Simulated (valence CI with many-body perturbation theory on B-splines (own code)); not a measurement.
## Forbidden lines of Mo36+

Method: relativistic CI+MBPT: four valence electrons over a frozen Dirac-Fock core [He], a basis of 11 s, 11 p, 9 d, 7 f, 5 g, 2 h, 1 i functions for each j, with the one-electron correlation potential Σ1 (screened to all orders), the two-electron term Σ2, the three-electron term Σ3, Breit, model QED; selected single and double excitations, second order for the rest (own B-spline code, finite nucleus).

No measured spectrum was set against this ion. As an estimate, large intervals hold to a few tenths of a per cent, small ones and those within an open d or f shell to about a per cent. Among the levels kept, up to 290 cm⁻¹ of a level comes from second order outside the variational space, and about a tenth of that is noise between levels of different J, which matters for small intervals.

Lines 1 to 41 of 41 in falling wavelength, among levels below 26173 × 10³ cm⁻¹, chosen from the decays that carry over 1 % of a level's rate. Wavelengths and rates use the calculated energies. Electric multipoles are in the length gauge, E1 and E2 with the static RPA response of the core. Weak lines are less certain than strong ones. Lines between different terms over intervals too small for the method are left out, as are lines whose strength nearly cancels. The highest levels of a list are the least certain.

Levels are named by their leading jj configuration (3d3/2^4 stands for four electrons in 3d with j = 3/2), which in mixed levels can hold well under half, so a name can repeat and another be missing. Letters in brackets count levels of one name in rising energy.

| λ vac (Å) | Upper | Lower | Type | A (s⁻¹) | Branch % |
| --- | --- | --- | --- | --- | --- |
| 1005 | (2s^2 2p1/2 2p3/2) J=2 | (2s^2 2p1/2 2p3/2) J=1 | M1 | 5.73e+03 | 59.7 |
| 119.8 | (2s^2 2p1/2 2p3/2) J=1 | (2s^2 2p1/2^2) J=0 | M1 | 7.79e+06 | 100.0 |
| 110.5 | (2s^2 2p3/2^2) J=2 | (2s^2 2p1/2 2p3/2) J=2 | M1 | 7.27e+06 | 48.3 |
| 107.0 | (2s^2 2p1/2 2p3/2) J=2 | (2s^2 2p1/2^2) J=0 | E2 | 3.86e+03 | 40.3 |
| 99.56 | (2s^2 2p3/2^2) J=2 | (2s^2 2p1/2 2p3/2) J=1 | M1 | 7.76e+06 | 51.6 |
| 80.74 | (2s^2 2p3/2^2) J=0 | (2s^2 2p1/2 2p3/2) J=1 | M1 | 2.53e+07 | 99.9 |
| 4.749 | (2s^2 2p3/2 3d5/2) J=4 | (2s 2p3/2^3) J=2 | E2 | 3.07e+08 | 4.7 |
| 4.589 | (2s^2 2p3/2 3d5/2) J=4 | (2s 2p1/2 2p3/2^2) J=2 [b] | E2 | 2.23e+08 | 3.4 |
| 4.515 | (2s^2 2p3/2 3d5/2) J=4 | (2s 2p1/2 2p3/2^2) J=3 | E2 | 3.28e+08 | 5.1 |
| 4.498 | (2s 2p1/2 2p3/2 3p3/2) J=4 | (2s 2p1/2 2p3/2^2) J=2 [b] | E2 | 1.08e+09 | 1.3 |
| 4.478 | (2s^2 2p3/2 3p1/2) J=2 | (2s^2 2p3/2^2) J=0 | E2 | 1.27e+10 | 1.7 |
| 4.475 | (2s^2 2p3/2 3d5/2) J=4 | (2s 2p1/2 2p3/2^2) J=2 [a] | E2 | 1.11e+08 | 1.7 |
| 4.458 | (2s^2 2p1/2 3p1/2) J=1 | (2s^2 2p1/2 2p3/2) J=2 | E2 | 4.21e+10 | 16.7 |
| 4.454 | (2s 2p1/2^2 3p1/2) J=0 | (2s 2p1/2^2 2p3/2) J=2 | E2 | 7.42e+10 | 2.9 |
| 4.438 | (2s^2 2p1/2 3p1/2) J=1 | (2s^2 2p1/2 2p3/2) J=1 | E2 | 4.04e+10 | 16.0 |
| 4.435 | (2s^2 2p3/2 3p1/2) J=1 | (2s^2 2p3/2^2) J=2 | E2 | 4.72e+10 | 4.3 |
| 4.431 | (2s^2 2p3/2 3p1/2) J=2 | (2s^2 2p3/2^2) J=2 | E2 | 5.53e+10 | 7.5 |
| 4.427 | (2s 2p1/2 2p3/2 3p3/2) J=4 | (2s 2p1/2 2p3/2^2) J=3 | E2 | 1.70e+10 | 20.6 |
| 4.426 | (2s^2 2p1/2 3p1/2) J=0 | (2s^2 2p1/2 2p3/2) J=2 | E2 | 7.37e+10 | 6.7 |
| 4.416 | (2s 2p1/2 2p3/2 3p3/2) J=0 [b] | (2s 2p1/2 2p3/2^2) J=2 [b] | E2 | 3.02e+10 | 2.9 |
| 4.396 | (2s^2 2p1/2 3p3/2) J=1 | (2s^2 2p1/2 2p3/2) J=2 | E2 | 1.85e+10 | 1.1 |
| 4.395 | (2s^2 2p3/2 3p3/2) J=3 | (2s^2 2p3/2^2) J=2 | E2 | 2.67e+10 | 4.6 |
| 4.394 | (2s^2 2p3/2 3p3/2) J=1 | (2s^2 2p3/2^2) J=2 | E2 | 3.12e+10 | 5.3 |
| 4.392 | (2s 2p1/2^2 3p3/2) J=2 | (2s 2p1/2^2 2p3/2) J=2 | E2 | 2.83e+10 | 1.1 |
| 4.391 | (2s^2 2p1/2 3p3/2) J=2 | (2s^2 2p1/2 2p3/2) J=2 | E2 | 2.75e+10 | 6.7 |
| 4.377 | (2s^2 2p1/2 3p3/2) J=1 | (2s^2 2p1/2 2p3/2) J=1 | E2 | 2.07e+10 | 1.2 |
| 4.372 | (2s^2 2p1/2 3p3/2) J=2 | (2s^2 2p1/2 2p3/2) J=1 | E2 | 1.28e+10 | 3.1 |
| 4.351 | (2s 2p1/2 2p3/2 3d5/2) J=5 | (2s 2p1/2 2p3/2^2) J=3 | M2 | 7.40e+08 | 15.0 |
| 4.349 | (2s^2 2p3/2 3p3/2) J=0 | (2s^2 2p3/2^2) J=2 | E2 | 9.15e+10 | 4.1 |
| 4.317 | (2s^2 2p3/2 3d5/2) J=4 | (2s 2p1/2^2 2p3/2) J=2 | E2 | 5.17e+08 | 8.0 |
| 4.314 | (2s^2 2p3/2 3d5/2) J=4 | (2s^2 2p3/2^2) J=2 | M2 | 6.83e+08 | 10.5 |
| 4.310 | (2s 2p1/2 2p3/2 3p3/2) J=0 [b] | (2s 2p1/2 2p3/2^2) J=2 [a] | E2 | 1.78e+10 | 1.7 |
| 4.236 | (2s 2p1/2 2p3/2 3p3/2) J=4 | (2s 2p1/2^2 2p3/2) J=2 | E2 | 4.69e+10 | 56.9 |
| 4.227 | (2s^2 2p3/2 3p3/2) J=3 | (2s^2 2p1/2 2p3/2) J=2 | E2 | 2.12e+10 | 3.7 |
| 4.226 | (2s^2 2p3/2 3p3/2) J=1 | (2s^2 2p1/2 2p3/2) J=2 | E2 | 2.91e+10 | 5.0 |
| 4.218 | (2s^2 2p1/2 3p3/2) J=2 | (2s^2 2p1/2^2) J=0 | E2 | 3.60e+10 | 8.7 |
| 4.210 | (2s^2 2p3/2 3p3/2) J=3 | (2s^2 2p1/2 2p3/2) J=1 | E2 | 2.53e+10 | 4.4 |
| 4.184 | (2s^2 2p3/2 3p3/2) J=0 | (2s^2 2p1/2 2p3/2) J=2 | E2 | 4.26e+10 | 1.9 |
| 4.167 | (2s 2p1/2 2p3/2 3d5/2) J=5 | (2s 2p1/2^2 2p3/2) J=2 | E3 | 8.14e+07 | 1.7 |
| 4.152 | (2s^2 2p3/2 3d5/2) J=4 | (2s^2 2p1/2 2p3/2) J=2 | M2 | 1.82e+08 | 2.8 |
| 4.021 | (2s 2p1/2 2p3/2 3d3/2) J=4 | (2s^2 2p1/2 2p3/2) J=2 | E2 | 4.54e+10 | 4.3 |
